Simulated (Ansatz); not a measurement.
`O[SiH](F)I` → HI + `O[Si]F`  (silylene formation by 1,1-elimination)

Calculated with Ansatz (gas phase, PBE0-D4/def2-TZVP geometries, no zero-point term in ΔE). CCSD(T)/CBS is the MP2 limit (def2-TZVPP, def2-QZVPP) plus CCSD(T) − MP2 in def2-TZVPP, frozen cores. This one scheme is used for every species. DFT in def2-TZVPP. Elements past krypton have def2 core potentials. For I outer-core shells are correlated without core-valence functions, which leaves a few kJ/mol of doubt a bond. Each species was taken in one conformer, which may not be the lowest.

```csv
level,ΔE (kcal/mol),difference from CCSD(T)/CBS
revPBE-D4,50.8,-3.5
ωB97M-V,50.6,-3.7
PBE-QIDH,58.1,3.8
BHLYP,52.6,-1.7
HF/def2-SVP,51.1,-3.2
CCSD(T)/def2-SVP,46.9,-7.4
MP2/def2-TZVPP,56.6,2.3
HF/def2-QZVPP,53.6,-0.7
MP2/CBS(def2),59.6,5.3
CCSD/CBS(def2),54.2,-0.1
CCSD(T)/CBS,54.3,0
```

Largest T1 diagnostic among the species: 0.015.

From BLYP to BHLYP (50 % exact exchange), in def2-TZVPP and without D4, ΔE moves by +10.1 kcal/mol. At CCSD(T), def2-SVP lies −7.4 kcal/mol from the extrapolated value and def2-TZVPP −3.0 kcal/mol. The D4 term adds +3.3 kcal/mol with B3LYP and +1.7 kcal/mol with PBE0; it sums over pairs of atoms, weighted by their polarisabilities, and B3LYP, whose exchange is more repulsive, gets the larger term.

B3LYP here is the variant with VWN-RPA as its local correlation; programs differ in this.
